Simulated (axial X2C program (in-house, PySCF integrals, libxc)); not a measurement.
# Potential curves of PbSi, two-component

Computed with an axial X2C code built on PySCF integrals. Two-component (2c) means X2C with spin–orbit coupling and atomic mean-field two-electron Coulomb and Gaunt terms. Basis: Pb dyall-cv3z [12s14p10d7f1g], Si dyall-v3z [8s7p2d1f] (cores contracted in-house); Gaussian nuclei, density fitting, unrestricted open shells. Masses: Pb 207.977 u, Si 27.977 u.

State: Ω = 1 (⟨Sz⟩ = 0.70, ⟨Lz⟩ = 0.30 at TPSS). Energies in kJ/mol from the fragments at the same level (Pb + Si). Fits are polynomials in 1 − R0/R over 0.85 to 1.23 times the lowest point R0.

```json
{"R (Å)": "2.2185", "TPSS": "-130.96"}
{"R (Å)": "2.3205", "TPSS": "-166.46"}
{"R (Å)": "2.3970", "TPSS": "-182.40"}
{"R (Å)": "2.4735", "TPSS": "-191.56"}
{"R (Å)": "2.5500", "TPSS": "-195.32"}
{"R (Å)": "2.6392", "TPSS": "-194.24"}
{"R (Å)": "2.7285", "TPSS": "-188.63"}
{"R (Å)": "2.8432", "TPSS": "-176.74"}
{"R (Å)": "2.9835", "TPSS": "-157.81"}
{"R (Å)": "3.1875", "TPSS": "-127.02"}
```

The state is one determinant whose occupation by symmetry is held fixed; it was picked as the lowest of a PBE0 search that is not exhaustive. De is counted from the lowest determinant-based energies of the atoms at the same level, without counterpoise correction. Density functionals use the spin component along the axis (collinear). In 2c an atomic determinant is not the ground J level, so De misses part of the atomic spin–orbit lowering. This holds for TPSS. PBE0 can misorder states that lie within some tenths of an eV, so this need not be the ground state of the molecule. The nearest other 2c determinant of the search, Ω = 2, lies 0.22 eV up at the distance of the search. Without a current term, density functionals place determinants with orbital angular momentum somewhat too high. With several unpaired electrons one determinant need not be a pure state. Open-shell Ω = 0 determinants with evenly filled partner blocks cannot be reached by this program, so the Ω shown need not be the lowest component. This is the Ω = 1 component of a π² triplet; the 0⁺ component is not one determinant and can lie lowest.

(1) What are Re, ωe and De at the TPSS level?

Answers

(1) At TPSS, 2c: Re = 2.576 Å, ωe ≈ 281 cm⁻¹, De = 2.03 eV to Pb + Si; Be follows as 0.103 cm⁻¹.
